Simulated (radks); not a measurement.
Values are calculated unless marked as measured or tabulated.
Trend from Rb2+ to Xe2+: ionisation energy by Delta-SCF between NIST ground configurations, and size. Code: a radial shooting solver on a logarithmic mesh with Libxc functionals. Model: Dirac Kohn-Sham, PBEsol, spin-unpolarised, spherical densities, finite nucleus; open shells fill j = l - 1/2 first; Fermi nuclear charge, rms radius of each element as measured or else 0.836 A^(1/3) + 0.57 fm.

\begin{tabular}{lrrrrrrrr}
species & configuration & configuration of the ion & IE (eV) & NIST (eV) & kind & outermost & <r> outermost (bohr) & r at 0.001 e/bohr^3 (bohr) \\ \hline
Rb2+ & [Ar] 3d10 4s2 4p5 & [Ar] 3d10 4s2 4p4 & 39.785 & 39.247 & semi-emp. & 4p3/2 & 1.65 & 3.40 \\
Sr2+ & [Kr] & [Ar] 3d10 4s2 4p5 & 42.839 & 42.884 & exp. & 4p3/2 & 1.56 & 3.33 \\
Zr2+ & [Kr] 4d2 & [Kr] 4d1 & 22.657 & 23.170 & semi-emp. & 4d3/2 & 1.99 & 3.63 \\
Nb2+ & [Kr] 4d3 & [Kr] 4d2 & 24.773 & 25.040 & semi-emp. & 4d3/2 & 1.84 & 3.63 \\
Mo2+ & [Kr] 4d4 & [Kr] 4d3 & 26.805 & 27.1 & semi-emp. & 4d3/2 & 1.72 & 3.59 \\
Tc2+ & [Kr] 4d5 & [Kr] 4d4 & 28.469 & 29.550 & semi-emp. & 4d5/2 & 1.63 & 3.54 \\
Ru2+ & [Kr] 4d6 & [Kr] 4d5 & 30.372 & 28.470 & semi-emp. & 4d5/2 & 1.53 & 3.48 \\
Rh2+ & [Kr] 4d7 & [Kr] 4d6 & 32.238 & 31.060 & semi-emp. & 4d5/2 & 1.45 & 3.42 \\
Pd2+ & [Kr] 4d8 & [Kr] 4d7 & 34.076 & 32.930 & semi-emp. & 4d5/2 & 1.38 & 3.36 \\
Ag2+ & [Kr] 4d9 & [Kr] 4d8 & 35.890 & 34.8 & semi-emp. & 4d5/2 & 1.32 & 3.30 \\
Cd2+ & [Kr] 4d10 & [Kr] 4d9 & 37.686 & 37.47 & exp. & 4d5/2 & 1.26 & 3.24 \\
In2+ & [Kr] 4d10 5s1 & [Kr] 4d10 & 28.265 & 28.044 & exp. & 5s1/2 & 2.33 & 3.55 \\
Sn2+ & [Kr] 4d10 5s2 & [Kr] 4d10 5s1 & 31.014 & 30.506 & exp. & 5s1/2 & 2.21 & 3.68 \\
Sb2+ & [Kr] 4d10 5s2 5p1 & [Kr] 4d10 5s2 & 25.065 & 25.324 & exp. & 5p1/2 & 2.43 & 3.85 \\
Te2+ & [Kr] 4d10 5s2 5p2 & [Kr] 4d10 5s2 5p1 & 27.603 & 27.84 & exp. & 5p1/2 & 2.29 & 3.88 \\
I2+ & [Kr] 4d10 5s2 5p3 & [Kr] 4d10 5s2 5p2 & 28.774 & 29.57 & exp. & 5p3/2 & 2.23 & 3.88 \\
Xe2+ & [Kr] 4d10 5s2 5p4 & [Kr] 4d10 5s2 5p3 & 31.129 & 31.05 & semi-emp. & 5p3/2 & 2.11 & 3.85 \\
\end{tabular}

Reference values: NIST Atomic Spectra Database (exp. = measured, semi-emp. = semi-empirical, theory = theoretical value adopted there). Spin polarisation and multiplet splitting are left out, so open shells lie too high by an amount that depends on their filling.

Beside tabulated values, note that spin-unpolarised runs miss the spin-polarisation part of the exchange energy of open shells.
